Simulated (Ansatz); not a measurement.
Input file for Ansatz (an electronic-structure program): R-B3LYP/def2-TZVPPD on C2H3NO2 (a complex), monomers drawn apart or pushed together. Files ending in .json are basis or fitting sets from the Basis Set Exchange.

Ansatz 0.2 input:
```yaml
crystal:
  periodic: [false, false, false]
  atoms:
    - {symbol: C, position_ang: [0.29125762, 0.19456602, -0.14672380]}
    - {symbol: N, position_ang: [-0.25247303, -0.29445536, 0.73202798]}
    - {symbol: H, position_ang: [0.80142222, 0.65319044, -0.96423133]}
    - {symbol: O, position_ang: [0.96342391, 0.62089363, 5.34043235]}
    - {symbol: C, position_ang: [0.12079850, -0.11072937, 5.78497246]}
    - {symbol: O, position_ang: [-0.74591586, -0.83174764, 5.07330231]}
    - {symbol: H, position_ang: [-0.04420509, -0.28121684, 6.85832798]}
    - {symbol: H, position_ang: [-0.59215704, -0.67429788, 4.11576456]}
basis:
  gaussian:
    orbitals: def2-TZVPPD.json
hamiltonian:
  xc: {name: B3LYP}
scf: {lower_state_search: off}
```

The log:

```
WARN ansatz: RAYON_NUM_THREADS=2 ignored (pool sized by the plan → 2); use --threads N
Functional definition: B3LYP
these checks for a lower state are left out or cut short: stability, starts, cluster_reference, orbital_swaps, neighbouring_geometries, increment
integrals: 0.12 GiB planned
1072 factors; their error is unknown
mean field: 1.15 GiB planned
mean field evaluation 1: about -7700.3400 eV, gradient 7.3e1 eV
mean field evaluation 2: about -7682.5622 eV, gradient 1.2e2 eV
mean field evaluation 4: about -7709.3892 eV, gradient 8.3e0 eV
mean field evaluation 8: about -7709.4998 eV, gradient 6.8e-2 eV
mean field evaluation 16: about -7709.5104 eV, gradient 2.8e-5 eV
mean field -7709.51040217 eV, -283.3192815858 hartree, gradient 6.5e-6 eV, S^2 0.000000; 0 other end points of the search recorded, 0 dependent functions left out
reference -7709.51072354 eV, -283.3192933959 hartree; 19, 19 occupied and 223, 223 virtual orbitals, 1072 factors
Total energy: -7709.51072354 eV, -283.3192933959 hartree
Checks for a lower state left out: stability, starts, cluster_reference, orbital_swaps, neighbouring_geometries, increment
```

The calculation finished and met its thresholds.

Cost: roughly 5 core-seconds.
